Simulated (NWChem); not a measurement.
SiSbH3F2; SMILES [F][Sb]([F])[SiH3]

Results from NWChem. Coordinates come from a PBE0/def2-SVP optimisation. def2 effective core potentials on Sb; no spin-orbit coupling. Level MN15/def2-SVP: energy and gradient on several grids; changes count from the extra-fine grid, which is no exact limit either.

```tsv
grid	size of the energy change (μHa)	largest change of a gradient component (μHa/bohr)
xcoarse	70000	4000
coarse	2000	1000
medium	10	70
fine	< 10	< 30
xfine	< 10	< 30
```
